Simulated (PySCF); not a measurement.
HGe (SMILES [GeH]), doublet, geometry from GFN2-xTB; PySCF with BLYP/STO-3G.

Input for PySCF:
```python
from pyscf import gto, scf, dft

mol = gto.Mole()
mol.atom = '''
    Ge   -0.000000   -0.000000   -0.049513
    H     0.000000    0.000000    1.584422
'''
mol.basis = 'sto-3g'
mol.charge = 0
mol.spin = 1
mol.verbose = 4
mol.build()

mf = dft.UKS(mol)
mf.xc = 'blyp'
mf.kernel()
mf.analyze()
```

It wrote (shortened):

```
PySCF version 2.14.0

[INPUT] verbose = 4
[INPUT] num. atoms = 2
[INPUT] num. electrons = 33
[INPUT] charge = 0
[INPUT] spin (= nelec alpha-beta = 2S) = 1
[INPUT] symmetry False subgroup None
[INPUT] Mole.unit = angstrom
[INPUT] Symbol           X                Y                Z      unit          X                Y                Z       unit  Magmom
[INPUT]  1 Ge     0.000000000000   0.000000000000  -0.049513000000 AA    0.000000000000   0.000000000000  -0.093566009606 Bohr   0.0
[INPUT]  2 H      0.000000000000   0.000000000000   1.584422000000 AA    0.000000000000   0.000000000000   2.994123645736 Bohr   0.0

nuclear repulsion = 10.3637358581829
number of shells = 9
number of NR pGTOs = 57
number of NR cGTOs = 19
basis = sto-3g
ecp = {}

******** <class 'pyscf.dft.uks.UKS'> ********
method = UKS
initial guess = minao
damping factor = 0
level_shift factor = 0
DIIS = <class 'pyscf.scf.diis.CDIIS'>
diis_start_cycle = 1
diis_space = 8
diis_damp = 0
SCF conv_tol = 1e-09
SCF conv_tol_grad = None
SCF max_cycles = 50
direct_scf = True
direct_scf_tol = 1e-13
number electrons alpha = 17  beta = 16
XC library pyscf.dft.libxc version 7.1.2
    S. Lehtola, C. Steigemann, M. J. T. Oliveira, and M. A. L. Marques,  SoftwareX 7, 1–5 (2018)
XC functionals = blyp
    A. D. Becke,  Phys. Rev. A 38, 3098 (1988)
    C. Lee, W. Yang, and R. G. Parr,  Phys. Rev. B 37, 785 (1988)
    B. Miehlich, A. Savin, H. Stoll, and H. Preuss,  Chem. Phys. Lett. 157, 200 (1989)
radial grids:
    Treutler-Ahlrichs [JCP 102, 346 (1995); DOI:10.1063/1.469408] (M4) radial grids

becke partition: Becke, JCP 88, 2547 (1988); DOI:10.1063/1.454033
pruning grids: <function nwchem_prune>
grids dens level: 3
symmetrized grids: False
atomic radii adjust function: <function treutler_atomic_radii_adjust>
small_rho_cutoff = 0
Set gradient conv threshold to 3.16228e-05
tot grids = 30448
init E= -2051.07790355041

cycle= 1 E= -2053.34608710465  delta_E= -2.27  |g|= 0.202  |ddm|= 1.33
cycle= 2 E= -2048.93442796042  delta_E= 4.41  |g|= 1.84  |ddm|= 2.99
cycle= 3 E= -2052.06425744667  delta_E= -3.13  |g|= 0.603  |ddm|= 2.32
cycle= 4 E= -2053.36712703216  delta_E= -1.3  |g|= 0.124  |ddm|= 2.17
cycle= 5 E= -2053.37073789955  delta_E= -0.00361  |g|= 0.0974  |ddm|= 0.15
cycle= 6 E= -2050.0217230154  delta_E= 3.35  |g|= 0.847  |ddm|= 2.65
cycle= 7 E= -2050.00132116537  delta_E= 0.0204  |g|= 0.861  |ddm|= 0.0452
cycle= 8 E= -2049.98991809403  delta_E= 0.0114  |g|= 0.873  |ddm|= 0.0317
cycle= 9 E= -2049.9899071003  delta_E= 1.1e-05  |g|= 0.873  |ddm|= 0.0311
cycle= 10 E= -2053.37581263032  delta_E= -3.39  |g|= 0.0633  |ddm|= 2.65
cycle= 11 E= -2049.99208842308  delta_E= 3.38  |g|= 0.868  |ddm|= 2.65
cycle= 12 E= -2049.98254760884  delta_E= 0.00954  |g|= 0.881  |ddm|= 0.0486
cycle= 13 E= -2052.02270548391  delta_E= -2.04  |g|= 0.571  |ddm|= 1.53
cycle= 14 E= -2052.03946434851  delta_E= -0.0168  |g|= 0.553  |ddm|= 0.228
cycle= 15 E= -2052.03462793881  delta_E= 0.00484  |g|= 0.557  |ddm|= 0.0761
cycle= 16 E= -2052.03731568381  delta_E= -0.00269  |g|= 0.554  |ddm|= 0.0159
cycle= 17 E= -2052.03738079619  delta_E= -6.51e-05  |g|= 0.555  |ddm|= 0.232
cycle= 18 E= -2052.03352466833  delta_E= 0.00386  |g|= 0.558  |ddm|= 0.23
cycle= 19 E= -2053.27238053039  delta_E= -1.24  |g|= 0.418  |ddm|= 2.21
cycle= 20 E= -2053.35886837277  delta_E= -0.0865  |g|= 0.174  |ddm|= 0.548
cycle= 21 E= -2053.36230993834  delta_E= -0.00344  |g|= 0.135  |ddm|= 0.306
cycle= 22 E= -2052.04518750488  delta_E= 1.32  |g|= 0.558  |ddm|= 2.17
cycle= 23 E= -2052.04287435053  delta_E= 0.00231  |g|= 0.558  |ddm|= 0.085
cycle= 24 E= -2052.03844866651  delta_E= 0.00443  |g|= 0.562  |ddm|= 0.079
cycle= 25 E= -2052.03650970862  delta_E= 0.00194  |g|= 0.562  |ddm|= 0.205
cycle= 26 E= -2052.03859831392  delta_E= -0.00209  |g|= 0.564  |ddm|= 0.245
cycle= 27 E= -2052.04453387685  delta_E= -0.00594  |g|= 0.559  |ddm|= 0.055
cycle= 28 E= -2053.37205328733  delta_E= -1.33  |g|= 0.0892  |ddm|= 2.16
cycle= 29 E= -2053.37504034518  delta_E= -0.00299  |g|= 0.0696  |ddm|= 0.106
cycle= 30 E= -2053.13985647895  delta_E= 0.235  |g|= 0.273  |ddm|= 1.53
cycle= 31 E= -2053.3775552582  delta_E= -0.238  |g|= 0.0568  |ddm|= 1.53
cycle= 32 E= -2053.13813880825  delta_E= 0.239  |g|= 0.268  |ddm|= 1.52
cycle= 33 E= -2053.14000053331  delta_E= -0.00186  |g|= 0.264  |ddm|= 0.0205
cycle= 34 E= -2053.13800008772  delta_E= 0.002  |g|= 0.268  |ddm|= 0.0151
cycle= 35 E= -2053.13854472627  delta_E= -0.000545  |g|= 0.267  |ddm|= 0.0122
cycle= 36 E= -2053.13810511765  delta_E= 0.00044  |g|= 0.268  |ddm|= 0.0407
cycle= 37 E= -2053.3758067238  delta_E= -0.238  |g|= 0.0651  |ddm|= 1.53
cycle= 38 E= -2053.37581081834  delta_E= -4.09e-06  |g|= 0.0654  |ddm|= 0.0472
cycle= 39 E= -2053.37698315933  delta_E= -0.00117  |g|= 0.0622  |ddm|= 0.0955
cycle= 40 E= -2053.37642529791  delta_E= 0.000558  |g|= 0.0633  |ddm|= 0.039
cycle= 41 E= -2053.37949611022  delta_E= -0.00307  |g|= 0.0561  |ddm|= 0.17
cycle= 42 E= -2053.16542654453  delta_E= 0.214  |g|= 0.258  |ddm|= 1.51
cycle= 43 E= -2053.15253776103  delta_E= 0.0129  |g|= 0.255  |ddm|= 0.104
cycle= 44 E= -2053.14778740755  delta_E= 0.00475  |g|= 0.255  |ddm|= 0.053
cycle= 45 E= -2053.15435385557  delta_E= -0.00657  |g|= 0.255  |ddm|= 0.11
cycle= 46 E= -2053.18721329817  delta_E= -0.0329  |g|= 0.264  |ddm|= 0.292
cycle= 47 E= -2053.14761940381  delta_E= 0.0396  |g|= 0.251  |ddm|= 0.402
cycle= 48 E= -2053.14650075322  delta_E= 0.00112  |g|= 0.252  |ddm|= 0.0324
cycle= 49 E= -2053.14671252305  delta_E= -0.000212  |g|= 0.251  |ddm|= 0.0312
cycle= 50 E= -2053.34959498757  delta_E= -0.203  |g|= 0.224  |ddm|= 1.55
SCF not converged.
SCF energy = -2053.34959498757 after 50 cycles  <S^2> = 0.75173536  2S+1 = 2.0017346
**** SCF Summaries ****
Total Energy =                       -2053.349594987567343
Nuclear Repulsion Energy =              10.363735858182855
One-electron Energy =                -2907.056620235864102
Two-electron Energy =                  843.343289390114023
Two-electron Coulomb Energy =          923.656692922925686
DFT Exchange-Correlation Energy =      -80.313403532811662
**** MO energy ****
                             alpha | beta                alpha | beta
MO #1   energy= -393.437092617977  | -393.435052828912  occ= 1 | 1
MO #2   energy= -48.1939678457774  | -48.2114346595095  occ= 1 | 1
MO #3   energy= -44.032520236151   | -44.0633460198943  occ= 1 | 1
MO #4   energy= -43.999954760635   | -44.0179738662149  occ= 1 | 1
MO #5   energy= -43.9361203750144  | -43.9255951805972  occ= 1 | 1
MO #6   energy= -5.78843960634041  | -5.83966930756583  occ= 1 | 1
MO #7   energy= -4.1108159669234   | -4.21760162835685  occ= 1 | 1
MO #8   energy= -4.06497757303457  | -4.12761057881097  occ= 1 | 1
MO #9   energy= -3.97439946303255  | -3.94708372285617  occ= 1 | 1
MO #10  energy= -0.709220414905109 | -0.83036699961281  occ= 1 | 1
MO #11  energy= -0.618006837682292 | -0.718927870267619 occ= 1 | 1
MO #12  energy= -0.601257902946292 | -0.626263217184626 occ= 1 | 1
MO #13  energy= -0.570689287512897 | -0.569746359059961 occ= 1 | 1
MO #14  energy= -0.518869709340116 | -0.527075926993876 occ= 1 | 1
MO #15  energy= -0.438193715919194 | -0.398434364878727 occ= 1 | 1
MO #16  energy= -0.214918424205393 | -0.192774931657481 occ= 1 | 1
MO #17  energy= -0.129093067475226 | -0.0585102910785634 occ= 1 | 0
MO #18  energy= -0.106585555493336 | -0.0372565218891211 occ= 0 | 0
MO #19  energy= 0.159631720916738  | 0.178323072601457  occ= 0 | 0

To work with the spin densities directly, `use mulliken_meta_spin()` only printing them here.

 ** Mulliken spin pop alpha/beta on meta-lowdin orthogonal AOs **
 ** Mulliken Spin Density (per AO)  **
spin_pop of  0 Ge 1s        0.00000
spin_pop of  0 Ge 2s        0.00000
spin_pop of  0 Ge 3s       -0.00000
spin_pop of  0 Ge 4s        0.00964
spin_pop of  0 Ge 2px       0.00000
spin_pop of  0 Ge 2py       0.00000
spin_pop of  0 Ge 2pz       0.00000
spin_pop of  0 Ge 3px       0.00002
spin_pop of  0 Ge 3py       0.00011
spin_pop of  0 Ge 3pz      -0.00007
spin_pop of  0 Ge 4px       0.21569
spin_pop of  0 Ge 4py       0.78416
spin_pop of  0 Ge 4pz       0.02715
spin_pop of  0 Ge 3dxy      0.00002
spin_pop of  0 Ge 3dyz     -0.00000
spin_pop of  0 Ge 3dz^2    -0.00044
spin_pop of  0 Ge 3dxz     -0.00000
spin_pop of  0 Ge 3dx2-y2    0.00001
spin_pop of  1 H 1s       -0.03628
 ** Mulliken Spin Density (per atom)  **
spin density of  0 Ge =      1.03628
spin density of  1 H =     -0.03628
 ** Mulliken pop alpha/beta on meta-lowdin orthogonal AOs **
 ** Mulliken pop       alpha | beta **
pop of  0 Ge 1s        1.00000 | 1.00000
pop of  0 Ge 2s        1.00000 | 0.99999
pop of  0 Ge 3s        0.99999 | 0.99999
pop of  0 Ge 4s        0.96270 | 0.95306
pop of  0 Ge 2px       1.00000 | 1.00000
pop of  0 Ge 2py       1.00000 | 1.00000
pop of  0 Ge 2pz       1.00000 | 1.00000
pop of  0 Ge 3px       0.99968 | 0.99967
pop of  0 Ge 3py       0.99991 | 0.99980
pop of  0 Ge 3pz       0.99965 | 0.99972
pop of  0 Ge 4px       0.21603 | 0.00034
pop of  0 Ge 4py       0.78454 | 0.00038
pop of  0 Ge 4pz       0.52127 | 0.49412
pop of  0 Ge 3dxy      0.99994 | 0.99991
pop of  0 Ge 3dyz      1.00000 | 1.00000
pop of  0 Ge 3dz^2     0.99695 | 0.99739
pop of  0 Ge 3dxz      1.00000 | 1.00000
pop of  0 Ge 3dx2-y2    0.99998 | 0.99997
pop of  1 H 1s        0.51938 | 0.55566
In total            17.00000 | 16.00000
 ** Mulliken atomic charges   ( Nelec_alpha | Nelec_beta ) **
charge of  0Ge =      0.07503  (    16.48062     15.44434 )
charge of  1H =     -0.07503  (     0.51938      0.55566 )
Dipole moment(X, Y, Z, Debye): -0.02460,  0.03087,  0.53558
```

Convergence was not reached.
